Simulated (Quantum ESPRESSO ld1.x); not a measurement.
Species: Pr XXIV. Configuration: [Ar] 3d10 4s2 4p5 7p1 (not the ground configuration).

Calculated with ld1.x of Quantum ESPRESSO 7.5: Dirac Kohn-Sham, revPBE, spin-unpolarised, spherical densities, point nucleus; open shells fill j = l - 1/2 first.

Energy parts (eV):
| part | energy |
|---|---|
| total | -244608 |
| kinetic | 263697 |
| electron-nucleus | -570878 |
| Hartree | 67759 |
| exchange-correlation | -5186 |

Orbitals (lengths in bohr, moments of r in powers of bohr):
| orbital | occ. | eigenvalue (eV) | <1/r> | small-component weight |
|---|---|---|---|---|
| 1s1/2 | 2 | -42509.8 | 64.71 | 4.78e-02 |
| 2s1/2 | 2 | -7443.50 | 15.30 | 1.04e-02 |
| 2p1/2 | 2 | -7075.98 | 15.27 | 1.05e-02 |
| 2p3/2 | 4 | -6593.04 | 13.78 | 9.81e-03 |
| 3s1/2 | 2 | -2140.81 | 5.586 | 3.28e-03 |
| 3p1/2 | 2 | -1985.68 | 5.501 | 3.22e-03 |
| 3p3/2 | 4 | -1887.77 | 5.129 | 3.04e-03 |
| 3d3/2 | 4 | -1620.46 | 5.002 | 2.92e-03 |
| 3d5/2 | 6 | -1599.10 | 4.908 | 2.87e-03 |
| 4s1/2 | 2 | -898.892 | 2.548 | 1.24e-03 |
| 4p1/2 | 2 | -837.084 | 2.476 | 1.19e-03 |
| 4p3/2 | 3 | -809.880 | 2.361 | 1.15e-03 |
| 7p1/2 | 1 | -205.070 | 0.6243 | 2.41e-04 |
| 7p3/2 | 0 | -201.839 | 0.6116 | 2.38e-04 |

The highest occupied level is 7p1/2 at -205.07 eV. Summed over all electrons, <r^2> = 10.10 bohr^2, which gives a Langevin (diamagnetic) susceptibility term of -8 x 10^-6 cm^3/mol.
